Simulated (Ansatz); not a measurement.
Dissociation curve of ClMg (cation, charge +1), lowest singlet found (which spin is the ground state isn't settled by this scan).

- UKS-PBE = unrestricted PBE/cc-pVDZ (Ansatz, a quantum-chemistry and plane-wave program)
- RHF/cc-pVDZ (Ansatz)
- UKS-CAM-B3LYP = unrestricted CAM-B3LYP/cc-pVDZ (Ansatz)

Energies are in eV, each relative to the lowest point of its own curve between 1.76 and 2.60 Å, where full CI is lowest.

```json
[
 {"R / Å": "1.76", "UKS-PBE": "1.915", "RHF": "1.922", "UKS-CAM-B3LYP": "1.798"},
 {"R / Å": "1.91", "UKS-PBE": "0.559", "RHF": "0.536", "UKS-CAM-B3LYP": "0.493"},
 {"R / Å": "2.01", "UKS-PBE": "0.145", "RHF": "0.129", "UKS-CAM-B3LYP": "0.115"},
 {"R / Å": "2.09", "UKS-PBE": "0.000", "RHF": "0.000", "UKS-CAM-B3LYP": "0.000"},
 {"R / Å": "2.22", "UKS-PBE": "0.003", "RHF": "0.044", "UKS-CAM-B3LYP": "0.052"},
 {"R / Å": "2.32", "UKS-PBE": "0.136", "RHF": "0.220", "UKS-CAM-B3LYP": "0.224"},
 {"R / Å": "2.39", "UKS-PBE": "0.272", "RHF": "0.390", "UKS-CAM-B3LYP": "0.387"},
 {"R / Å": "2.47", "UKS-PBE": "0.456", "RHF": "0.618", "UKS-CAM-B3LYP": "0.603"},
 {"R / Å": "2.55", "UKS-PBE": "0.658", "RHF": "0.868", "UKS-CAM-B3LYP": "0.837"},
 {"R / Å": "2.60", "UKS-PBE": "0.790", "RHF": "1.032", "UKS-CAM-B3LYP": "0.989"},
 {"R / Å": "2.73", "UKS-PBE": "1.137", "RHF": "1.470", "UKS-CAM-B3LYP": "1.391"},
 {"R / Å": "2.91", "UKS-PBE": "1.597", "RHF": "2.075", "UKS-CAM-B3LYP": "1.924"},
 {"R / Å": "3.08", "UKS-PBE": "1.970", "RHF": "2.617", "UKS-CAM-B3LYP": "2.291"},
 {"R / Å": "3.29", "UKS-PBE": "2.343", "RHF": "3.225", "UKS-CAM-B3LYP": "2.557"}
]
```

At the longest distance, 3.29 Å, RHF lies highest above its minimum (3.225 eV) and UKS-PBE lowest (2.343 eV).

The scan ran from 1.76 to 8.28 Å; beyond the distances shown full CI changes its symmetry label. The unrestricted determinant behind UKS-PBE is spin-contaminated at 2.91 to 3.29 Å (<S²> up to 0.5, against 0.00 for a pure singlet). The restricted form behind RHF keeps the bonding electrons paired and can't separate into open-shell fragments. The unrestricted determinant behind UKS-CAM-B3LYP is spin-contaminated at 2.91 to 3.29 Å (<S²> up to 0.8, against 0.00 for a pure singlet).
